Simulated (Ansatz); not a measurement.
Cartesian coordinates in Å:
```
F 1.459 1.287 1.158
Si -0.010 0.687 0.878
In -0.010 -0.908 -1.152
H -0.443 -0.001 2.128
H -0.922 1.848 0.675
H 1.417 -1.247 -2.062
H -1.491 -1.666 -1.624
```

The species carries charge 0 and has multiplicity 1. In takes the def2 core potential.

Task: List the ωB97M-V/def2-TZVPP orbital energies in eV (Ansatz). (An estimate is asked.)

Result: Ansatz gave: Occupied: -1807.84, -677.21, -148.81, -131.42, -102.96, -102.90, -102.89, -87.90, -87.56, -87.54, -35.72, -24.32, -24.15, -24.12, -24.05, -23.98, -18.20, -15.15, -15.13, -15.10, -13.91, -11.85, -10.52, -9.42. Lowest empty: -0.73, 1.10, 1.33, 2.24, 2.36, 2.46, 3.59, 3.89.
